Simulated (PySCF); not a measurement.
## How methods differ on the ionisation energy of Os

Os [Xe] 4f14 5d6 6s2 (5D) → Os⁺ [Xe] 4f14 5d6 6s1 (6D), as a difference of total energies. All numbers are calculated (PySCF 2.14, a scalar-relativistic core potential, in aug-cc-pwCVDZ-PP with ECP60MDF). Correlated levels: valence and next inner shell: nothing frozen outside the core potential. The calculations carry no spin-orbit coupling.

```json
{"method": "UHF", "ionisation energy (eV)": "6.517"}
{"method": "MP2 (valence and next inner shell)", "ionisation energy (eV)": "8.190"}
{"method": "SCS-MP2 (valence and next inner shell)", "ionisation energy (eV)": "8.281"}
{"method": "CCSD (valence and next inner shell)", "ionisation energy (eV)": "8.064"}
{"method": "CCSD(T) (valence and next inner shell)", "ionisation energy (eV)": "8.212"}
```

Question: How much does correlation contribute at CCSD(T) (valence and next inner shell)?

Answer: 8.212 − (6.517) = 1.695 eV, measured against UHF.

Errors of the correlated levels include the incompleteness of this basis.

For comparison: 8.473 eV (measured; NIST levels, between the centres of gravity of the two terms).
